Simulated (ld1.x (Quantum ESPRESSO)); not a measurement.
## vanadium: one change to an RRKJ potential, before and after

```json
{
  "Element": "V",
  "Generator": "ld1.x (Quantum ESPRESSO) 7.5",
  "Type": "norm-conserving RRKJ (Kleinman–Bylander form)",
  "Functional": "PBEsol",
  "Relativity": "scalar-relativistic",
  "Frozen core": "[Ar]",
  "Valence charge": "5",
  "Reference configuration": "3d3 4s1 4p1",
  "Partial waves": "4p (bound): rc 3.85 bohr; 3d (bound): rc 1.70 bohr; 4s (bound): rc 3.00 bohr",
  "Local potential": "the s channel",
  "Core correction": "Bessel-smoothed model core inside 1.20 bohr"
}
```

All-electron outer shells of the reference configuration (PBEsol, scalar-relativistic, ld1.x):

```json
{"shell": "3s", "level (eV)": "-71.45", "outermost node (bohr)": "0.38", "outermost maximum (bohr)": "0.82"}
{"shell": "3p", "level (eV)": "-45.37", "outermost node (bohr)": "0.35", "outermost maximum (bohr)": "0.84"}
{"shell": "3d", "level (eV)": "-6.51", "outermost node (bohr)": "–", "outermost maximum (bohr)": "0.90"}
{"shell": "4s", "level (eV)": "-5.54", "outermost node (bohr)": "1.17", "outermost maximum (bohr)": "2.72"}
{"shell": "4p", "level (eV)": "-2.10", "outermost node (bohr)": "1.30", "outermost maximum (bohr)": "3.54"}
```

Change: functional LDA (PZ).

Cutoffs: the cutoffs (Ry, on a coarse ladder) from which the occupation-weighted sum of valence levels, in a spherical-Bessel basis at the reference potential, stays within 10 and 1 mRy of its value at 400 Ry; they do not see the model core or the augmentation charge, which bear on the density cutoff. Errors are all-electron minus pseudo energies relative to the spin-unpolarised reference configuration.

Task: What does the change do?

Result: The potential gets neither clearly harder nor softer (55 Ry and 70 Ry → 55 Ry and 70 Ry); the number of tests with a reliable result goes from 7 to 9; of the 7 tests that both files solve, the error grows in 0 and shrinks in 2 by more than 15 % and 0.3 meV (median size 23.0 → 21.1 meV); neither file shows a bound ghost.

```tsv
quantity	base	changed
cutoff, loose	55 Ry	55 Ry
cutoff, tight	70 Ry	70 Ry
bound ghosts	none	none
error for 3d3 4s2 4p0, meV [ΔE -3.37 → -3.41 eV]	-4.4	-3.4
error for 3d3 4s1 4p0, meV [ΔE 4.38 → 4.53 eV]	-1.8	-1.3
error for 3d3 4s0 4p0, meV [ΔE 18.58 → 19.08 eV]	-23	-21
error for 3d3 4s0 4p1, meV [ΔE 8.50 → 8.71 eV]	-8.9	-7.7
error for 3d3.5 4s1.5 4p0, meV [ΔE -3.32 → -3.38 eV]	-71	-70
error for 3d2 4s2 4p1, meV [ΔE 2.43 → 2.50 eV]	-317	-303
error for 3d1 4s0 4p0, meV [ΔE 93.27 → 94.37 eV]	-1742	-1735
s: phases at 4.19 bohr within 0.05 rad from the reference energy up to (Ry; the scan ends near 5)	0.7	0.7
p: phases at 4.19 bohr within 0.05 rad from the reference energy up to (Ry; the scan ends near 5)	1.4	1.4
d: phases at 4.19 bohr within 0.05 rad from the reference energy up to (Ry; the scan ends near 5)	0.2	0.2
```
